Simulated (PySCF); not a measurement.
Ligands exchanged one at a time, Si Br-OCH3. All species are isolated molecules in the gas phase. One relaxed conformer stands for each flexible species; it need not be the lowest. Strings in code marks are SMILES.

Method: PBE-D3(BJ)/def2-TZVP // B3LYP-D3(BJ)/def2-SVP (PySCF 2.14.0). Excitations are Tamm–Dancoff values on a coarser integration grid. The basis has no diffuse functions, so Rydberg states are missing or too high.

```tsv
species	S1–T1 gap (TDA) (eV)	HOMO–LUMO gap (eV)
0 of 4 Br replaced by OCH3	–	4.64
1 of 4 Br replaced by OCH3 (`CO[Si](Br)(Br)Br` (C–O–Si–Br torsion 60°))	0.29	5.10
2 of 4 Br replaced by OCH3	0.30	5.77
3 of 4 Br replaced by OCH3 (`CO[Si](Br)(OC)OC`)	[?]	6.59
4 of 4 Br replaced by OCH3	0.15	[?]
```

**Question.** Fill in the missing entries.

**Answer.** 
- 3 of 4 Br replaced by OCH3 (`CO[Si](Br)(OC)OC`), S1–T1 gap (TDA) (eV): 0.27
- 4 of 4 Br replaced by OCH3, HOMO–LUMO gap (eV): 6.61
